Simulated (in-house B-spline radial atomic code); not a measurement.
**RPA and G0W0 on BLYP: the antimony ion Sb⁵⁺**

Configuration [Kr] 4d10, mean-field start BLYP. Computed with a B-spline radial code for spherical atoms: all electrons, scalar-relativistic (spin-free one-electron X2C), finite nucleus, each spin shell either full or empty, empty states to l = 9 with an (l + 1/2)⁻⁴ tail; G0W0 by contour deformation at full frequency.

Command:
```bash
python run_gw.py task.json out
```
Settings (radii: box in bohr, nucleus in fm):
```
Z                        51
electrons                46
configuration            [Kr] 4d10
hamiltonian              x2c
method                   b88,lyp
lmax                     9
rms_radius               4.6802
spin_polarised           False
box_radius               10.43
intervals                67
```

Cost of the run: 4.6 s on 1 thread of Arm Neoverse N1 (shared host).

Energies (hartree):

```tsv
term	value
mean-field total	-6475.52665
Hartree-Fock functional on these orbitals	-6472.72214
direct second order	-4.1265
second-order exchange	1.1419
SOSEX correction	1.0721
```

Problem. What is the RPA correlation energy, and what remains with SOSEX?

Solution. RPA gives -3.6713 hartree (-2.17 eV per electron); RPA + SOSEX gives -2.5992, and the second-order doubles -2.9845 hartree (no singles). RPA lacks exchange-type terms and so overcorrelates at short range.

Quasi-particle levels (eV):

| level | occupied | mean field | Σx - vxc | Σc | QP weight | G0W0 |
| --- | --- | --- | --- | --- | --- | --- |
| 4d | yes | -89.45 | -10.98 | ? | ? | ? |
| 5s | no | -61.52 | 8.31 | -2.22 | 0.978 | -55.43 |

G0W0 = mean field + (Σx - vxc) + Σc, with Σc (partial-wave tail included) taken at the quasi-particle energy. Only the outer levels were computed. Levels of low weight are left out.

Problem. Where does G0W0 put 4d?

Solution. At -100.16 eV, with Σc = 0.27 eV and a quasi-particle weight of 0.953. The tabulated removal energy is 99.51 ± 0.05 eV (NIST, measured); the calculation leaves out spin-orbit coupling, Breit and QED terms, and what these don't explain is the method's own error.
